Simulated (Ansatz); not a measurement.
Total energies of trans-MnF2(NH3)4 (MnN₄F₂H₁₂) from Ansatz at PBE0-D4/def2-TZVP, gas phase (1 Eh = 27.2114 eV = 2625.5 kJ/mol). The reference geometry is relaxed at PBE-D4/def2-SVP.

| atom | x (Å) | y (Å) | z (Å) |
| --- | --- | --- | --- |
| Mn1 | -0.001 | 0.000 | 0.001 |
| F2 | 0.682 | -1.089 | -1.458 |
| F3 | -0.675 | 1.092 | 1.463 |
| N4 | 1.362 | 1.529 | 0.021 |
| H5 | 2.356 | 1.361 | 0.238 |
| H6 | 0.888 | 1.939 | 0.860 |
| H7 | 1.358 | 2.228 | -0.739 |
| N8 | -1.361 | -1.533 | -0.028 |
| H9 | -2.354 | -1.366 | -0.251 |
| H10 | -1.361 | -2.240 | 0.724 |
| H11 | -0.880 | -1.931 | -0.868 |
| N12 | 1.271 | -1.258 | 0.999 |
| H13 | 2.102 | -0.900 | 1.495 |
| H14 | 1.567 | -1.680 | 0.088 |
| H15 | 0.889 | -2.003 | 1.603 |
| N16 | -1.275 | 1.260 | -0.993 |
| H17 | -2.113 | 0.905 | -1.477 |
| H18 | -0.897 | 2.003 | -1.602 |
| H19 | -1.558 | 1.683 | -0.077 |

```json
{"state": "charge 0 doublet", "geometry": "reference", "energy (Eh)": "-1576.55972"}
{"state": "charge 0 quartet", "geometry": "relaxed at PBE-D4/def2-SVP", "energy (Eh)": "-1576.57183"}
{"state": "charge 0 sextet", "geometry": "relaxed at PBE-D4/def2-SVP", "energy (Eh)": "-1576.63781"}
```

(1) Which of the charge 0 states is lowest, and how far above it are the others?

(1) The sextet. doublet: -1576.55972 − (-1576.63781) = 0.07809 Eh = 205.0 kJ/mol; quartet: -1576.57183 − (-1576.63781) = 0.06598 Eh = 173.2 kJ/mol.

At PBE0-D4/def2-TZVP the charge 0 doublet is spin-contaminated (final ⟨S²⟩ up to 1.00, 0.75 for a pure state).
